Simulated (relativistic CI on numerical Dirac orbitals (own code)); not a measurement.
## Sensitivity of the levels of Tl¹⁸⁺ to α and to the nuclear radius

These numbers are calculated, not measured: Dirac-Coulomb-Breit CI, separate exchange-only KLI orbitals for each configuration, derivatives by finite differences, unscaled Slater integrals, QED left out (own radial code, finite nucleus).

Configuration list (outside the closed core [Kr] 4d10): 4f14 5s2 5p, 4f14 5s 5p2, 4f14 5s2 5d, 4f13 5s2 5p2, 4f14 5s 5p 5d, 4f14 5s2 5f, 4f14 5p3, 4f13 5p4. Double excitations out of closed p, d and f shells are left out; levels of such configurations are missing from the list, as are those of other unlisted configurations, and high levels can miss mixing partners.

With x = (α/α₀)² − 1 an excitation energy changes as ω = ω₀ + qx; K = 2q/ω₀ is the relative enhancement. Terms are leading LS components, so labels can repeat. The field-shift factor is F = δν/δ⟨r²⟩ for the transition from the lowest level.

Lowest level 4f14 5s2 5p 2P°_1/2.

| Level | ω₀ (cm⁻¹) | q (cm⁻¹) | F (GHz/fm²) |
| --- | --- | --- | --- |
| 4f14 5s2 5p 2P°_3/2 | 220789 | 286400 | -71.8 |
| 4f14 5s 5p2 4P_1/2 | 359032 | 82840 | -813 |
| 4f13 5s2 5p2 2F°_7/2 | 497316 | -465900 | 131 |
| 4f14 5s 5p2 4P_3/2 | 529983 | 351200 | -875 |
| 4f13 5s2 5p2 2F°_5/2 | 537249 | -431500 | 133 |
| 4f14 5s 5p2 2D_5/2 | 565223 | 357500 | -865 |
| 4f14 5s 5p2 2D_3/2 | 616230 | 355000 | -835 |
| 4f14 5s 5p2 2P_1/2 | 635319 | 337300 | -862 |
| 4f13 5s2 5p2 4F°_9/2 | 697863 | -177300 | 65.8 |
| 4f13 5s2 5p2 2F°_5/2 | 704660 | -175800 | 65.7 |
| 4f13 5s2 5p2 2G°_7/2 | 713494 | -176900 | 65.9 |
| 4f13 5s2 5p2 2P°_3/2 | 718505 | -172900 | 66.3 |
| 4f13 5s2 5p2 2H°_11/2 | 718864 | -178000 | 66.3 |

At this charge transitions that keep the count of f electrons are usually good to a few per cent. Levels that differ in their count of f electrons can be misplaced by several ten thousand cm⁻¹, since the correlation energy of f electrons is missing or only estimated; rates across such gaps can be off by orders of magnitude.

Task: Which transition from the lowest level has the largest |K|?

Result: 4f14 5s2 5p 2P°_3/2 at 220789 cm⁻¹, K = 2.59.
